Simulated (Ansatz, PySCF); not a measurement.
Energy difference R1 → P1, each structure at its B3LYP-D3(BJ)/def2-TZVP stationary point, reached from a drawn start; harmonic modes at that level show minima.
R1, C2H6O (SMILES CCO) (charge 0, multiplicity 1):
```xyz
9

C     -0.9193     0.2663     0.3507
C      0.3074    -0.3285    -0.3057
O      1.4426     0.4271     0.1146
H     -1.8146    -0.2839     0.0551
H     -1.0408     1.3100     0.0572
H     -0.8289     0.2242     1.4371
H      0.4174    -1.3809    -0.0152
H      0.2052    -0.2931    -1.3976
H      2.2311     0.0588    -0.2961
```
P1, C2H6O (SMILES CCO) (charge 0, multiplicity 1):
| atom | x (Å) | y (Å) | z (Å) |
|---|---|---|---|
| C | -0.8684 | 0.2280 | 0.2012 |
| C | 0.3874 | -0.3539 | -0.4255 |
| O | 1.5648 | 0.3681 | -0.0754 |
| H | -1.7545 | -0.3197 | -0.1286 |
| H | -0.9850 | 1.2766 | -0.0764 |
| H | -0.8271 | 0.1653 | 1.2923 |
| H | 0.4906 | -1.4129 | -0.1571 |
| H | 0.3301 | -0.2984 | -1.5134 |
| H | 1.6622 | 0.3470 | 0.8828 |

P less R. No zero-point or thermal terms.

Cores are frozen in the correlated methods. CBS: X⁻³ extrapolation of the correlation energy, Hartree–Fock from the larger set.

Codes used: Ansatz (an electronic-structure program); PySCF for the D3/D4 terms. No computed number here is a measurement.

```tsv
level	reaction energy (kJ/mol)
PBE/def2-TZVPP	-0.4
PBE-D3(BJ)/def2-TZVPP	-0.6
BLYP-D4/def2-TZVPP	-0.2
BHLYP/def2-TZVPP	0.6
wB97M-V/def2-TZVPP	0.3
B2PLYP-D3(BJ)/def2-TZVPP	0.2
SCS-MP2/cc-pVQZ	0.8
CCSD/cc-pVQZ	…
CCSD(T)/CBS(cc-pVTZ, cc-pVQZ)	…
```

What belongs in the gaps?


- CCSD/cc-pVQZ, reaction energy (kJ/mol): 0.6
- CCSD(T)/CBS(cc-pVTZ, cc-pVQZ), reaction energy (kJ/mol): 0.6
